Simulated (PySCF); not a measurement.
# One molecule, several mistakes: GeH4N2Si

All numbers below are calculated, not measured. The program is PySCF 2.14.0, an open-source quantum chemistry code, run on an isolated molecule that a program drew, which may never have been made. The molecule is GeH4N2Si (charge 0, singlet), drawn as the SMILES string `[NH]=[Ge]([NH2])[SiH]`.

Each row is a Hartree-Fock (HF) and frozen-core CCSD(T) single point in the cc-pV(D+d)Z basis, meant for a local HF minimum. Run 1 is clean. Each other run has one planted mistake out of seven kinds, and not every kind appears here: one electron removed, one electron added, multiplicity raised by two, geometry at a saddle point, minimal basis STO-3G, one bond length entered in bohr, all coordinates scaled. The reference is restricted for singlets and unrestricted otherwise, and also for a bond in bohr. Adding or removing an electron swaps singlet and doublet. Electrons count all cores. HOMO and LUMO are orbital energies over both spins, the gradient is its largest component, and the lowest frequency (negative if imaginary) is given only where the gradient is small. Bond lengths are over the 7 bonds as drawn. T1 is the CCSD diagnostic: over 0.02 (restricted) or 0.045 (unrestricted) a single reference is doubtful. Germanium has the cc-pVDZ-PP basis, with a core potential (ECP10MDF) in place of its 10 inner electrons, and its 3s, 3p and 3d shells are frozen in CCSD(T).

Geometry of the clean run:
```xyz
8
GeH4N2Si, angstrom
N    -0.3513    1.5233   -1.5990
Ge    1.0683    1.5789   -0.6863
N     1.2327    2.1955    1.0161
Si    3.1432    0.8887   -1.7738
H    -1.1969    1.7546   -1.0951
H     0.3985    2.3606    1.5508
H     1.9576    1.8183    1.5985
H     3.4950   -0.0424   -0.6297
```

```
run  electrons  basis functions  <S^2>  HOMO (eV)  LUMO (eV)  gradient (hartree/bohr)  lowest frequency (cm^-1)  mean bond (Å)  longest bond (Å)      T1  HF (hartree)  CCSD(T) (hartree)                     mistake
  1         64               94  0.000      -8.89      -0.40                  2.4e-05                        99         1.4978             2.442  0.0221    -693.44294         -694.01927                    no fault
  2         64               94  0.000      -8.83      -0.74                  5.5e-05                      -254         1.4971             2.469  0.0254    -693.44149         -694.02042  geometry at a saddle point
  3         63               94  1.752     -13.53      -5.64                  1.1e-01                         -         1.4978             2.442  0.0568    -693.18068         -693.68932                           ?
  4         64               94  1.247      -8.09       0.01                  1.1e-02                         -         1.8082             4.615  0.0430    -693.38008         -693.92790                           ?
```

**Which mistake was planted in run 3, and what did it cost?**

It counts 63 electrons, one fewer than the clean run, at the same geometry and basis. So the mistake is: one electron removed. Subtracting run 1 and multiplying by 627.51 kcal/mol a hartree, the energy moved by 164.6 kcal/mol in HF and 207.0 kcal/mol in CCSD(T).

**Which mistake was planted in run 4, and what did it cost?**

The mean bond changes by a factor of 1.207 and the longest by 1.890, so the molecule wasn't scaled as a whole. A length L in bohr read as angstrom grows by (1/0.5292 - 1) L = 0.890 L. The 7 bonds together grew by 7 x 0.3104 = 2.173 Å, which gives L = 2.442 Å. That is bond Ge2-Si4, 2.442 Å in the clean geometry. So the mistake is: one bond length entered in bohr. Subtracting run 1 and multiplying by 627.51 kcal/mol a hartree, the energy moved by 39.4 kcal/mol in HF and 57.3 kcal/mol in CCSD(T).

Cautions from the logs. Run 1: T1 is over the limit, so its CCSD(T) energy is less reliable; run 2: T1 is over the limit, so its CCSD(T) energy is less reliable; run 3: T1 is over the limit, so its CCSD(T) energy is less reliable.
